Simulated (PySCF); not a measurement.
O$_{2}$, charge +1, doublet, at the geometry optimised at the base level (a state made from the parent by changing its charge; the spin is typed, not shown lowest), atoms displaced at random by about 0.05 Å a coordinate; PySCF with PBE0/6-31G*, frequencies.

The PySCF input:
```python
from pyscf import gto, scf, dft
from pyscf.hessian import thermo

mol = gto.M(
    atom='''
O     0.03559395    0.03672133   -0.55317966
O     0.03558160   -0.04330072    0.47680714
''',
    basis='6-31g*',
    charge=1,
    spin=1,
    verbose=3,
)

mf = dft.UKS(mol)
mf.xc = 'pbe0'
mf.kernel()
hess = mf.Hessian().kernel()
freq = thermo.harmonic_analysis(mf.mol, hess)
print('frequencies / cm-1', freq['freq_wavenumber'].round(1))
th = thermo.thermo(mf, freq['freq_au'], 298.15, 101325)
thermo.dump_thermo(mf.mol, th)
```

Predict the main parts of the log of this PySCF run.


```
converged SCF energy = -149.688295515925  <S^2> = 0.75223049  2S+1 = 2.0022293
frequencies / cm-1 [2881.5]
temperature 298.1500 [K]
pressure 101325.00 [Pa]
Rotational constants [GHz] inf 59.19397 59.19397
Symmetry number 2
Zero-point energy (ZPE) 0.00656 [Eh]   17235.001 [J/mol]
                           tot       elec      trans        rot        vib
Entropy [J/mol/K]       198.974      5.763    151.969     41.243      0.000
Cv [J/mol/K]             20.788      0.000     12.472      8.314      0.001
Cp [J/mol/K]             29.102      0.000     20.786      8.314      0.001
Internal energy [J/mol]                      3718.434   2478.956  17235.032
Internal energy [Eh]   -149.67937  -149.68830
Enthalpy [J/mol]                             6197.391   2478.956  17235.032
Enthalpy [Eh]          -149.67843
Gibbs free energy [J/mol]                  -39112.055  -9817.513  17234.999
Gibbs free energy [Eh] -149.70102
```
